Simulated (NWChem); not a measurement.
# C5H3F; SMILES C(C(=C=C)F)#C

```xyz
9

C      0.9417     2.3387     0.0000
C      0.3321     1.2752     0.0000
C     -0.3789     0.0424     0.0000
F     -1.7352     0.1501     0.0000
C      0.2050    -1.1526     0.0000
C      0.8088    -2.3195     0.0000
H      1.4806     3.2760     0.0000
H      1.0743    -2.8352     0.9416
H      1.0743    -2.8352    -0.9416
```
Atoms are numbered in this order, from 1.

Results from NWChem. All runs use the structure optimised with PBE-D3(BJ)/def2-SVP. Level: PBE0/def2-SVP with COSMO at NWChem's default radii, gas-phase geometry; the question gives the dielectric constant.

### Question
Estimate the computed values for dielectric constant 3.9. Quantities: electrostatic solvation energy (kcal/mol); dipole in solution (D).

### Answer
```
Quantity                                   Value
-----------------------------------------  -----
electrostatic solvation energy (kcal/mol)   -3.1
dipole in solution (D)                      2.49
```
